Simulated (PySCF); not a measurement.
Isomers of C6H6O4, mass 142.027 u with the commonest isotopes. Computed with PBE0/def2-SVPD in PySCF (dipole) on a GFN2-xTB geometry, gas phase. One conformer each, none proved a minimum here; rigid rotors.

Question: Order these by dipole moment, smallest first.
A. `[CH3:1][O:2][C:3](=[O:4])[c:5]1[cH:6][cH:7][c:8]([OH:9])[o:10]1` with C1–O2–C3–O4 0°, O2–C3–C5–C6 180°, C7–C8–O9–H 180°
B. `[CH3:1][C:2](=[O:3])[O:4][C@H:5]1[CH:6]=[CH:7][O:8][C:9]1=[O:10]` with C1–C2–O4–C5 176°, C2–O4–C5–C6 126°
C. `[CH3:1][C:2](=[O:3])[O:4][C@H:5]1[CH:6]=[C:7]1[C:8](=[O:9])[OH:10]` with C1–C2–O4–C5 180°, C2–O4–C5–C6 153°, C6–C7–C8–O9 -25°, C7–C8–O10–H 180°

Answer: C (2.14 D), A (2.58 D), B (3.93 D).

Question: Order these by rotational constant A, smallest first.
A. `[CH3:1][O:2][C:3](=[O:4])[c:5]1[cH:6][cH:7][c:8]([OH:9])[o:10]1` with C1–O2–C3–O4 0°, O2–C3–C5–C6 180°, C7–C8–O9–H 180°
B. `[CH3:1][C:2](=[O:3])[O:4][C@H:5]1[CH:6]=[C:7]1[C:8](=[O:9])[OH:10]` with C1–C2–O4–C5 180°, C2–O4–C5–C6 153°, C6–C7–C8–O9 -25°, C7–C8–O10–H 180°
C. `[CH3:1][C:2](=[O:3])[O:4][C@H:5]1[CH:6]=[CH:7][O:8][C:9]1=[O:10]` with C1–C2–O4–C5 176°, C2–O4–C5–C6 126°

Answer: C (2823 MHz), B (3014 MHz), A (3260 MHz).

Question: Order these by out-of-plane moment Σ m c² = (Ia + Ib − Ic)/2, smallest first.
A. `[CH3:1][C:2](=[O:3])[O:4][C@H:5]1[CH:6]=[C:7]1[C:8](=[O:9])[OH:10]` with C1–C2–O4–C5 180°, C2–O4–C5–C6 153°, C6–C7–C8–O9 -25°, C7–C8–O10–H 180°
B. `[CH3:1][O:2][C:3](=[O:4])[c:5]1[cH:6][cH:7][c:8]([OH:9])[o:10]1` with C1–O2–C3–O4 0°, O2–C3–C5–C6 180°, C7–C8–O9–H 180°
C. `[CH3:1][C:2](=[O:3])[O:4][C@H:5]1[CH:6]=[CH:7][O:8][C:9]1=[O:10]` with C1–C2–O4–C5 176°, C2–O4–C5–C6 126°

Answer: B (1.59 u·Å²), A (49.38 u·Å²), C (50.40 u·Å²).

```tsv
SMILES	point group	Ia (u·Å²)	Ib (u·Å²)	Ic (u·Å²)	κ	μa (D)	μb (D)	μc (D)
CC(=O)O[C@H]1C=COC1=O	C1	179.01	576.34	654.56	-0.90	0.06	3.57	1.62
CC(=O)O[C@H]1C=C1C(=O)O	C1	167.65	767.36	836.24	-0.95	0.49	0.55	2.01
COC(=O)c1ccc(O)o1	Cs	155.00	613.13	764.96	-0.87	1.18	2.29	0.00
```
